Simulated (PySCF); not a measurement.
From one molecule to another.

First species: C8H9P.
SMILES: `C/C=P\c1ccccc1`

Second species: C₃H₈O₄SSi.
SMILES: `CS(=O)(=O)CC(=O)O[SiH3]`

Levels: PBE0/pcSseg-1 for dipole moment, HOMO energy, LUMO energy and HOMO–LUMO gap; GFN2-xTB for rotational constant A and rotational constant C. Geometries: GFN2-xTB. Each species is one conformer at its optimised geometry, gas phase, non-relativistic unless stated. Electronic properties by PySCF.

Dipoles, sizes and rotational constants follow the conformer. The torsions of the flexible species, by atom-mapped SMILES:
- `[CH3:1]/[CH:2]=[P:3]\[c:4]1[cH:5][cH:6][cH:7][cH:8][cH:9]1`: C2–P3–C4–C5 -70°
- `[CH3:1][S:2](=[O:3])(=[O:4])[CH2:5][C:6](=[O:7])[O:8][SiH3:9]`: C1–S2–C5–C6 79°, S2–C5–C6–O7 -77°, C5–C6–O8–Si9 -159°

Values for the first species:

- Dipole moment: 1.88 D
- HOMO energy: -6.88 eV
- LUMO energy: -1.39 eV
- HOMO–LUMO gap: 5.49 eV
- Rotational constant A: 2.751 GHz
- Rotational constant C: 0.846 GHz

Q: Estimate the same properties for the second species, and the change in each.

A: 
```json
{"property": "dipole moment", "first": "1.88 D", "second": "2.63 D", "second less first": "+0.75 D"}
{"property": "HOMO energy", "first": "-6.88 eV", "second": "-8.47 eV", "second less first": "-1.59 eV"}
{"property": "LUMO energy", "first": "-1.39 eV", "second": "-0.84 eV", "second less first": "+0.55 eV"}
{"property": "HOMO–LUMO gap", "first": "5.49 eV", "second": "7.63 eV", "second less first": "+2.14 eV"}
{"property": "rotational constant A", "first": "2.751 GHz", "second": "2.509 GHz", "second less first": "-0.242 GHz"}
{"property": "rotational constant C", "first": "0.846 GHz", "second": "0.697 GHz", "second less first": "-0.149 GHz"}
```

On the first: In atomic units the dipole is 0.74 e·bohr (1 au = 2.5417 D). A dipole of 1.88 D is allowed in C1, and pure rotational transitions are dipole-allowed.

On the second: The dipole matches unit charges of opposite sign 0.55 Å apart (1 e·Å = 4.8032 D).
